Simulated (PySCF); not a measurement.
ClF₃H₂Si₂. Atoms are numbered in the order given.

```xyz
8

Si    -0.0538    -1.0689     0.0000
F      1.0287    -2.2627     0.0000
F     -0.9854    -1.2658    -1.2972
F     -0.9854    -1.2658     1.2972
Si     0.9999     1.0100     0.0000
Cl    -0.4964     2.4510     0.0000
H      1.8368     1.1531     1.2192
H      1.8368     1.1531    -1.2192
```

Geometry: B3LYP-D3(BJ)/def2-SVP. This is a generated structure with no PubChem entry under its InChIKey; it may be hypothetical. Other conformers were not sampled.

Level of theory: PBE/pcSseg-1 (PySCF).

GIAO shieldings, no solvent; atoms alike by connectivity are averaged. δ = σ(ref) − σ: ²⁹Si against TMS (σ = 335.4 ppm); ¹⁹F against CFCl3 (σ = 133.6 ppm); ³⁵Cl against HCl (σ = 936.5 ppm); ¹H against TMS (σ = 31.49 ppm), references at their B3LYP-D3(BJ)/def2-TZVP geometries, non-relativistic (without spin–orbit terms, shifts of atoms bonded to Cl or Br come out too high).

**Question.** Estimate the chemical shifts. (Estimate from the structure and the level; the computed values follow.)

**Answer.** 
```tsv
nucleus	atoms	count	δ (ppm)
²⁹Si	Si5	1	-36.3
²⁹Si	Si1	1	-48.8
¹⁹F	F2, F3, F4	3	-144.8
³⁵Cl	Cl6	1	-103.9
¹H	H7, H8	2	5.45
```
